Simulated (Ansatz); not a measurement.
`[Cl][Al]([Cl])[SeH]` and `N#[C][Al]([Cl])[Cl]` differ in one atom or group.

Ansatz, PBE0-D4/def2-TZVP geometries, multiplicity 1. Each molecule was computed in one conformer, which needn't be the lowest.

Scalar relativity is left out up to krypton.

| property | `[Cl][Al]([Cl])[SeH]` |
| --- | --- |
| HOMO energy (ωB97M-V/def2-TZVPP) / eV | -9.95 |
| ideal-gas entropy at 298 K and 1 bar (rigid rotor, harmonic PBE0-D4/def2-TZVP) / J/(mol·K) | 352 |
| LUMO energy (ωB97M-V/def2-TZVPP) / eV | 0.61 |
| LUMO energy (PBE0/def2-TZVPP) / eV | -1.11 |
| zero-point energy (PBE0-D4/def2-TZVP) / kJ/mol | 30.9 |
| size of the dipole moment (PBE/def2-TZVPP) / D | 1.06 |

Problem. Give the same properties after the change, and the shifts. (An estimate is asked.)

Solution. Computed: 
```json
{"property": "HOMO energy (ωB97M-V/def2-TZVPP) / eV", "`N#[C][Al]([Cl])[Cl]`": "-12.16", "shift": "-2.21"}
{"property": "ideal-gas entropy at 298 K and 1 bar (rigid rotor, harmonic PBE0-D4/def2-TZVP) / J/(mol·K)", "`N#[C][Al]([Cl])[Cl]`": "340", "shift": "-12"}
{"property": "LUMO energy (ωB97M-V/def2-TZVPP) / eV", "`N#[C][Al]([Cl])[Cl]`": "-0.47", "shift": "-1.08"}
{"property": "LUMO energy (PBE0/def2-TZVPP) / eV", "`N#[C][Al]([Cl])[Cl]`": "-2.31", "shift": "-1.20"}
{"property": "zero-point energy (PBE0-D4/def2-TZVP) / kJ/mol", "`N#[C][Al]([Cl])[Cl]`": "29.9", "shift": "-1.0"}
{"property": "size of the dipole moment (PBE/def2-TZVPP) / D", "`N#[C][Al]([Cl])[Cl]`": "2.36", "shift": "1.30"}
```

With PBE0 the HOMO falls by 2.07 eV and the LUMO falls by 1.20 eV, so the gap widens by about 0.87 eV. PBE moves the HOMO by -1.79 eV and ωB97M-V by -2.21 eV. Dipoles are sizes alone; their direction can turn.

Spin–orbit coupling is left out; it splits and shifts lone-pair levels of the heavy atoms by tenths of an eV.
